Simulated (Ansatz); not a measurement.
C3H6OSe can be A, `OC1CC[Se]1`, or B, `C=C([SeH])CO`.

Program: Ansatz. Geometries: PBE0-D4/def2-TZVP. ΔE: electronic, gas phase. CCSD(T)/CBS adds triple-zeta CCSD(T) − MP2 to the extrapolated MP2 energy (def2 sets, frozen cores). DFT in def2-TZVPP. For Se outer-core shells are correlated without core-valence functions, which leaves a few kJ/mol of doubt a bond. Scalar relativity is left out up to krypton. Each species was taken in one conformer, which may not be the lowest.

**Question.** Which isomer does CCSD(T)/CBS put lower? Give the gap. (Best estimate.)

**Answer.** Computed: A, by 7.3 kcal/mol.

**Question.** Give E(B) − E(A) in kcal/mol with ωB97M-V, PBE0-D4, B2PLYP, CCSD(T)/def2-TZVPP, MP2/def2-TZVPP, CCSD/def2-TZVPP, r2SCAN-D4. (Best estimate.)

**Answer.** Computed: ωB97M-V 7.5, PBE0-D4 9.7, B2PLYP 6.0, CCSD(T)/def2-TZVPP 7.1, MP2/def2-TZVPP 9.0, CCSD/def2-TZVPP 6.7, r2SCAN-D4 7.6. None reverses the order clearly.

Largest T1 diagnostic: 0.010.

From PBE to PBE0 (25 % exact exchange), in def2-TZVPP and without D4, E(B) − E(A) moves by +0.8 kcal/mol. In def2-TZVPP, CCSD(T) changes the Hartree–Fock value by +5.0 kcal/mol (the triples alone add +0.5 kcal/mol) and MP2 by +6.8 kcal/mol.
